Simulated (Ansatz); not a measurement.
Mulliken charges of C2H6AlF (`[CH3][AlH][CH2]F`) from B3LYP/def2-TZVPP in Ansatz (PBE0-D4/def2-TZVP geometry).

| atom | x (Å) | y (Å) | z (Å) | charge (e) |
| --- | --- | --- | --- | --- |
| C1 | -1.328 | 0.779 | -0.772 | -0.450 |
| Al2 | -0.087 | -0.664 | -0.343 | 0.510 |
| C3 | 1.358 | -0.320 | 0.973 | -0.092 |
| F4 | 2.173 | -1.437 | 1.183 | -0.265 |
| H5 | -2.360 | 0.480 | -0.553 | 0.093 |
| H6 | -1.127 | 1.705 | -0.228 | 0.093 |
| H7 | -1.300 | 1.008 | -1.843 | 0.093 |
| H8 | -0.206 | -2.095 | -1.019 | -0.144 |
| H9 | 0.954 | -0.016 | 1.949 | 0.081 |
| H10 | 2.007 | 0.509 | 0.656 | 0.081 |

Task: By hand: the dipole of these point charges (1 e Å = 4.8032 D).

Result: Σ q r = (-0.323, 0.360, -0.117) e Å, of length 0.498 e Å = 2.39 D.

Task: How does the dipole of the full density compare? (Best estimate.)

Result: Computed: (-0.277, 0.385, -0.069) e Å, 2.30 D; the point charges give 1.04 times that, at 8° from its direction.

Point charges leave out the atoms' own dipoles, such as those of lone pairs, and Mulliken's split depends on the basis, so the close match here is no proof of good charges.

B3LYP here is the variant with VWN-RPA as its local correlation; programs differ in this.
